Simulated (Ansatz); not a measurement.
Ligand exchange: SiH2(CH3)Br + CH2F2 → SiH3(CH3) + CHBrF2

Species: SiH2(CH3)Br, singlet; CH2F2 (difluoromethane) `FCF`, singlet; SiH3(CH3) (methylsilane), singlet; CHBrF2 `FC(F)Br`, singlet. The partners trade Br for H: Si–Br and C–H bonds give way to Si–H and C–Br.

Shapes, held fixed at every level: PBE0-D4/def2-TZVP. Programs: Ansatz 0.2.0. The zero-point and thermal change to 298 K, harmonic and unscaled (PBE0-D4/def2-TZVP), is -10.5 kJ/mol.

(1) Estimate ΔH(298 K) of this reaction.

## Answers

(1) The highest level, CCSD(T)/def2-TZVPP, gives ΔH(298 K) = +142.9 kJ/mol; the levels span +142.0 to +161.4. The column of differences is taken from that level and isn't an error. No measured value is set beside it here. Relativity is left out for Br unless named. Correlated rows may include outer-core shells of Br, which these sets cover unevenly.

| level | kind | ΔH(298 K) (kJ/mol) | less CCSD(T)/def2-TZVPP |
| --- | --- | --- | --- |
| HF/def2-SVP | Hartree–Fock | +161.4 | +18.5 |
| PBE0-D4/def2-TZVPP | global hybrid | +142.0 | -0.9 |
| r2SCAN0-D4/def2-TZVPP | global hybrid | +146.2 | +3.3 |
| wB97M-V/def2-TZVPP | range-separated hybrid | +142.6 | -0.3 |
| B2PLYP/def2-TZVPP | double hybrid | +143.1 | +0.2 |
| MP2/def2-SVP | perturbation theory | +144.7 | +1.8 |
| CCSD/def2-TZVPP | coupled cluster or CI | +146.7 | +3.8 |
| CCSD(T)/def2-TZVPP | coupled cluster or CI | +142.9 | 0.0 |
